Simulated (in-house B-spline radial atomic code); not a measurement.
Ionisation energies along the 20-electron series, configuration [Ar] 3d2, as differences of self-consistent energies. Dirac energy differences include first-order Breit, QED and recoil terms. NIST's values go from ground level to ground level; the uncertainty of those that are theory runs from under 0.1 % in few-electron ions to several per cent in heavy many-electron ones. Computed with an all-electron radial atomic-structure program (B-spline basis): Dirac-Hartree-Fock, average of the configuration, finite nuclei.

```
  ion  configuration after  ionisation energy (eV)  IE/(q+1)² (eV)  Breit and QED recoil part (eV)  tabulated value (eV)    tabulated kind  computed minus tabulated (eV)
Rb17+             [Ar] 3d1                   650.0          2.0063                       -0.075748                   654  tabulated theory                           -4.0
Sr18+             [Ar] 3d1                   716.5          1.9848                       -0.094326                   722  tabulated theory                           -5.5
Zr20+             [Ar] 3d1                       ?               ?                               ?                     ?  tabulated theory                              ?
Nb21+             [Ar] 3d1                       ?               ?                               ?                     ?  tabulated theory                              ?
Mo22+             [Ar] 3d1                  1012.9          1.9147                        -0.19107                  1019  tabulated theory                           -6.1
Tc23+             [Ar] 3d1                  1094.6          1.9003                        -0.22139                  1102  tabulated theory                           -7.4
Ru24+             [Ar] 3d1                  1179.4           1.887                        -0.25432                  1187  tabulated theory                           -7.6
```

**Question.** Fill in the row of Zr20+.

**Answer.** ionisation energy (eV): 858.6; IE/(q+1)² (eV): 1.9469; Breit and QED recoil part (eV): -0.13803; tabulated value (eV): 863; computed minus tabulated (eV): -4.4.

**Question.** Fill in the row of Nb21+.

**Answer.** ionisation energy (eV): 934.2; IE/(q+1)² (eV): 1.9301; Breit and QED recoil part (eV): -0.16334; tabulated value (eV): 940; computed minus tabulated (eV): -5.8.

Where a p, d or f electron is removed, the computed value is a mean over both j, so it misses the tabulated one by a part of the spin-orbit splitting; averaging over terms and missing correlation add to the gap, relatively most at low charge.
